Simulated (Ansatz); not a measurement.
Molecule: C₄H₃FN₂ (charge 0, singlet). 
Structure (B3LYP-D3(BJ)/def2-TZVP (Ansatz, an electronic-structure program) minimum search):
```
C
N 1 1.3041
C 2 1.3369 1 115.83
F 1 1.3372 2 117.13 3 180.00
H 3 1.0834 2 117.00 1 -180.00
C 3 1.3864 5 121.48 2 180.00
N 6 1.3356 3 121.57 5 -180.00
C 7 1.3247 6 117.19 3 0.00
H 6 1.0830 7 117.28 8 -180.00
H 8 1.0831 7 118.92 6 180.00
```
Charge 0, spin multiplicity 1.

Total electronic energies in hartree. Valence correlation only, unless marked. Spin-orbit coupling is left out. No relativistic terms. CBS(X,Y): correlation extrapolated as X^-3; Hartree-Fock from the larger set.

The Hartree-Fock reference is unstable (checked in the largest basis), which strains HF and MP2. 

| level | program | energy (Eh) |
|---|---|---|
| HF/6-31G | Ansatz | -361.37948 |
| HF/cc-pwCVTZ | Ansatz | -361.66639 |
| RI-HF/aug-cc-pVTZ | Ansatz | -361.66849 |
| PBE-D3(BJ)/def2-TZVPD | Ansatz + dftd3 | -363.30878 |
| BLYP/def2-TZVPD | Ansatz | -363.62044 |
| revPBE-D3(BJ)/def2-TZVPD | Ansatz + dftd3 | -363.62780 |
| revPBE-D4/def2-TZVPD | Ansatz + dftd4 | -363.63663 |
| revPBE/def2-TZVPD | Ansatz | -363.60403 |
| B3LYP-D4/def2-TZVPD | Ansatz + dftd4 | -363.72147 |
| PBE0-D3(BJ)/def2-TZVP | Ansatz + dftd3 | -363.31025 |
| PBE0-D4/def2-TZVPD | Ansatz + dftd4 | -363.31186 |
| B2GP-PLYP-D3(BJ)/def2-TZVPD | Ansatz + dftd3 | -363.37418 |
| B2GP-PLYP/def2-TZVPD | Ansatz | -363.36885 |
| B2PLYP-D3(BJ)/def2-TZVPD | Ansatz + dftd3 | -363.44626 |
| MP2/CBS(aug-cc-pVTZ,aug-cc-pVQZ) | Ansatz | -363.1067 |
| RI-MP2/CBS(cc-pVTZ,cc-pVQZ) | Ansatz | -363.1026 |
| SCS-MP2/aug-cc-pVQZ | Ansatz | -363.02132 |
| CCSD/aug-cc-pVDZ | Ansatz | -362.66604 |
| CCSD/cc-pVDZ | Ansatz | -362.59990 |
| CCSD/aug-cc-pVTZ | Ansatz | -362.95313 |
| CCSD(T)/STO-3G | Ansatz | -357.27151 |
| CCSD(T)/aug-cc-pVDZ | Ansatz | -362.71482 |
| CCSD(T)/CBS(aug-cc-pVTZ,aug-cc-pVQZ) | Ansatz | -363.1615 |

Totals of different functionals don't rank their quality; only differences between species are comparable.
